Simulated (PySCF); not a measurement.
Finite-field polarisability of Si (silicon, neutral)

[Ne] 3s2 3p2, high-spin 3P determinant. Calculation: PySCF 2.14, in aug-cc-pV(T+d)Z with one added diffuse shell each of s, p, d, f type (7s6p5d3f, 71 functions); the non-relativistic Hamiltonian (point nucleus). Frozen: [Ne]. Energy changes in a uniform field (μhartree):

```
axis  F (au)        HF       MP2      CCSD   CCSD(T)
   x  0.0025  -102.123  -101.045   -99.717   -99.890
   x   0.005  -408.759  -404.488  -399.162  -399.861
   y  0.0022  -100.560   -98.948   -97.666   -97.811
   y  0.0044  -402.895  -396.459  -391.317  -391.902
```

By symmetry the remaining axis equals y.

Derive α along x at CCSD(T) from the two fields.

With ΔE = −αF²/2 − γF⁴/24, α = −(16 ΔE(F) − ΔE(2F))/(6F²) = 31.96 bohr³.

And the mean polarisability at each level?

The components xx, yy, zz at CCSD(T) are 31.96, 40.39, 40.39, the third axis being equal by symmetry to one of the two computed. Means: HF 38.58, MP2 38.02, CCSD 37.52, CCSD(T) 37.58 bohr³. Reference: 37.3 ± 0.7 bohr³ (recommended; Schwerdtfeger and Nagle, table of static dipole polarizabilities (2023 update)).
